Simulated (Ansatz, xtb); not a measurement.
## Relative energy of two isomers of C6H3F2N

We compare a, `N#C/C=C/C#CC(F)F`, a singlet, with b, `N#C/C=C\C#CC(F)F`, a singlet. Both are isolated molecules in the gas phase, relaxed with B3LYP/def2-SVP.

a (Å):

```xyz
12

C     0.9778   -1.3144    0.7737
C     0.5612   -0.0661    0.2226
C     0.9094    0.3340   -1.0233
C     0.5074    1.5696   -1.5923
C     0.1757    2.6219   -2.1008
C    -0.2070    3.8843   -2.7468
F     0.2555    4.9411   -2.0307
F    -1.5588    3.9869   -2.8207
N     1.3050   -2.3258    1.2430
H    -0.0634    0.5685    0.8587
H     1.5359   -0.3178   -1.6429
H     0.2012    3.9561   -3.7710
```

b (Å):

```xyz
12

C    -0.7432    0.4256    1.7275
C     0.6613    0.3906    1.4767
C     1.2119    0.3997    0.2387
C     0.4863    0.4446   -0.9790
C    -0.1076    0.4823   -2.0379
C    -0.8878    0.5297   -3.2818
F    -0.6378   -0.5700   -4.0377
F    -0.5497    1.6248   -4.0095
N    -1.8810    0.4535    1.9610
H     1.3120    0.3545    2.3549
H     2.3042    0.3702    0.1619
H    -1.9725    0.5705   -3.0767
```

Quicker runs give these differences E(b) − E(a): GFN2-xTB +0.18 kcal/mol; HF/STO-3G +0.05 kcal/mol (at GFN2-xTB geometries); r2SCAN-D4/def2-SVP +0.12 kcal/mol (at GFN2-xTB geometries).

Problem. Estimate E(b) − E(a) at the level CCSD(T)/def2-SVP + ΔMP2/def2-TZVPP.

Solution. Too close to call at this level: CCSD(T)/def2-SVP + ΔMP2/def2-TZVPP gives E(b) − E(a) = −0.13 kcal/mol.

How the difference moves with the method:

| level | geometry | E(b) − E(a) (kcal/mol) | departure from the last row (kcal/mol) | job, with rough time for the two |
| --- | --- | --- | --- | --- |
| GFN2-xTB | GFN2-xTB | +0.18 | +0.32 | optimisation, 0.12 s |
| HF/STO-3G | GFN2-xTB | +0.05 | +0.18 | single point, 0.34 s |
| r2SCAN-D4/def2-SVP | GFN2-xTB | +0.12 | +0.26 | single point, 3.3 s |
| B3LYP/def2-SVP | B3LYP/def2-SVP | +0.24 | +0.37 | optimisation, 30 s |
| HF/def2-SVP | B3LYP/def2-SVP | +0.26 | +0.39 | part of the CCSD(T) run |
| MP2/def2-SVP | B3LYP/def2-SVP | +0.19 | +0.32 | part of the CCSD(T) run |
| CCSD(T)/def2-SVP | B3LYP/def2-SVP | +0.36 | +0.50 | single point |
| CCSD(T)/def2-SVP + ΔMP2/def2-TZVPP | B3LYP/def2-SVP | −0.13 |  | single point, 93 s |

As drawn, both hold the same kinds of bond in the same numbers.

The largest departure from CCSD(T)/def2-SVP + ΔMP2/def2-TZVPP is that of CCSD(T)/def2-SVP, 0.50 kcal/mol. A small imaginary or near-zero mode remains, so no thermal terms are given. The last row adds to CCSD(T) the change of the MP2 difference between the two basis sets, here −0.50 kcal/mol.

The correlated steps freeze 9 core orbitals. Programs: Ansatz 0.2.0, xtb 6.7.1; the last row on 4 threads of Arm Neoverse V2 on a shared host.
